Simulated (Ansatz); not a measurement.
Reaction (substitution at a C–Al bond): `C[S][Al]([CH3])[Cl]` + `OBCl` → `COBCl` + `C[S][AlH][Cl]`

Computed with Ansatz on PBE0-D4/def2-TZVP structures; ΔE is electronic, products minus reactants. CCSD(T)/CBS adds triple-zeta CCSD(T) − MP2 to the extrapolated MP2 energy (def2 sets, frozen cores). This one scheme is used for every species. DFT in def2-TZVPP. HSE06 is defined as in plane-wave codes. One conformer a species, not always the lowest.

`C[S][Al]([CH3])[Cl]`:

```xyz
11

C     0.032    2.475   -0.355
S     0.527    1.165    0.809
Al   -0.123   -0.680   -0.119
C     0.170   -2.396    0.724
Cl   -1.098   -0.558   -1.984
H     0.927    3.000   -0.685
H    -0.489    2.068   -1.220
H    -0.622    3.170    0.169
H     0.772   -3.045    0.081
H    -0.780   -2.909    0.898
H     0.684   -2.291    1.682
```

`OBCl`:

Z-matrix (Å, degrees):
```
B
O 1 1.340
Cl 1 1.766 2 121.0
H 1 1.189 2 119.8 3 -180.0
H 2 0.963 1 113.9 3 -0.0
```

`COBCl`:

Z-matrix (Å, degrees):
```
C
O 1 1.416
H 1 1.091 2 108.7
H 1 1.093 2 111.5 3 120.8
H 1 1.091 2 108.6 3 -118.4
B 2 1.334 1 121.8 3 -120.7
Cl 6 1.755 2 118.3 1 -180.0
H 6 1.195 2 122.7 1 0.0
```

`C[S][AlH][Cl]`:

```xyz
8

C     1.336    0.338    0.373
S     0.271    0.655   -1.073
Al   -1.525   -0.371   -0.456
Cl   -3.163   -0.354   -1.757
H     0.827   -0.256    1.133
H     2.224   -0.197    0.041
H     1.629    1.293    0.806
H    -1.598   -1.109    0.932
```

Question: Is it downhill or uphill in electronic energy at CCSD(T)/CBS, and by how much? (An estimate is asked.)

Answer: Computed: Uphill: ΔE = +1.11 eV.

Question: What do these levels give: B97M-V, r2SCAN0-D4, PBE, HSE06, CAM-B3LYP, SCS-MP2/def2-TZVPP? (An estimate is asked.)

Answer: The calculation gave: B97M-V 1.01, r2SCAN0-D4 1.13, PBE 1.07, HSE06 1.09, CAM-B3LYP 1.01, SCS-MP2/def2-TZVPP 1.06 eV.

Largest T1 diagnostic among the species: 0.012.

Leaving LDA and LC-ωPBE aside and taking each functional with its dispersion term where it has one, the values spread over 0.12 eV, from B97M-V to r2SCAN0-D4. The D4 term adds +0.04 eV with B3LYP and +0.02 eV with PBE0; it sums over pairs of atoms, weighted by their polarisabilities, and B3LYP, whose exchange is more repulsive, gets the larger term.

B3LYP here is the variant with VWN-RPA as its local correlation; programs differ in this.
